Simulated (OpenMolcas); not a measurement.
# Pr4+: effect of the ligand basis

Pr4+ with 6 ligands (bromide) in octahedral coordination (Oh) at 2.76 Å. A charge of +0.333 e stands 2.4 Å behind each ligand.

| Quantity | Value |
| --- | --- |
| Program | OpenMolcas |
| Method | SS-CASPT2, IPEA 0.25 Eh, imaginary shift 0.1 Eh (closed shells correlated: 5s 5p and the ligand valence shells) |
| Spin-orbit coupling | state interaction with AMFI integrals over the reference wave functions |

Fixed: metal basis ANO-RCC-VTZP, active space 1 electron in 7 orbitals (4f), DKH2 Hamiltonian.

States (labels of O, the rotations of Oh). Energies in cm-1 above the lowest state or level, χT in cm3 K/mol.

```tsv
Run	Ligand basis	Ground state	First state of that spin	First gap with spin-orbit (degeneracies)	Width of lowest J	χT at 300 K	Cost
A	ANO-RCC-VDZP	2A2	2T2 570	1090 (2, 4)	1093	0.377	roughly 2.1 core-minutes
B	ANO-RCC-VTZP	2A2	2T2 550	1040 (2, 4)	1043	0.389	roughly 5 core-minutes
```

Against A, the width of the lowest J multiplet changes by -4.6 % in B.

Costs are those of the CASPT2 steps.

Roots that are degenerate in the reference are averaged as groups; the widest CASPT2 spread within a group is 170 cm-1 (the 3-fold group of multiplicity 2 near 2120 cm-1 above the lowest state of its run, A). Shifts and gaps below about the spread of the groups concerned are not significant. Over all roots computed the reference weight is 0.66 in A, 0.64 in B; a low but even weight reflects the number of correlated electrons. Splittings of an f shell from a small cluster at a set distance can be off by tens of per cent, mostly too small. No measured value stands beside these numbers; the geometry was imposed, not optimised, and the real ion may take another.
